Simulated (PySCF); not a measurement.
C₃H₅, multiplicity 2. Atoms are numbered in the order given.

```xyz
8

C      0.1669    -0.8676     0.0000
C     -0.0305     0.3621     0.7662
C     -0.0305     0.3621    -0.7662
H     -0.3493    -1.8144     0.0000
H     -0.9665     0.5126     1.2958
H      0.8236     0.8247     1.2507
H      0.8236     0.8247    -1.2507
H     -0.9665     0.5126    -1.2958
```
Charge 0, spin multiplicity 2.

Coordinates come from a B3LYP-D3(BJ)/def2-TZVP optimisation.

The numbers are results of TDA-M06-2X/def2-SVPD (PySCF 2.14.0), not measurements.

Vertical excitations. The molecule is in vacuum.

```
state    energy (eV)  λ (nm)      f                             main pairs
-------  -----------  ------  -----  -------------------------------------
root 1          4.35     285  0.000                     β HOMO−1→LUMO 94 %
root 2          5.01     247  0.003                       β HOMO→LUMO 95 %
root 3          6.09     204  0.002   α HOMO→LUMO 80 %, α HOMO→LUMO+2 17 %
root 4          6.67     186  0.019   α HOMO→LUMO+2 76 %, α HOMO→LUMO 16 %
root 5          6.71     185  0.001                     α HOMO→LUMO+1 96 %
root 6          7.47     166  0.062                     α HOMO→LUMO+3 91 %
root 7          7.52     165  0.011                     β HOMO−2→LUMO 94 %
root 8          7.85     158  0.019                     α HOMO→LUMO+5 88 %
root 9          8.28     150  0.001  α HOMO→LUMO+4 9 %, β HOMO→LUMO+1 84 %
root 10         8.34     149  0.002  α HOMO→LUMO+4 81 %, β HOMO→LUMO+1 9 %
```
Unrestricted roots are not spin-pure.
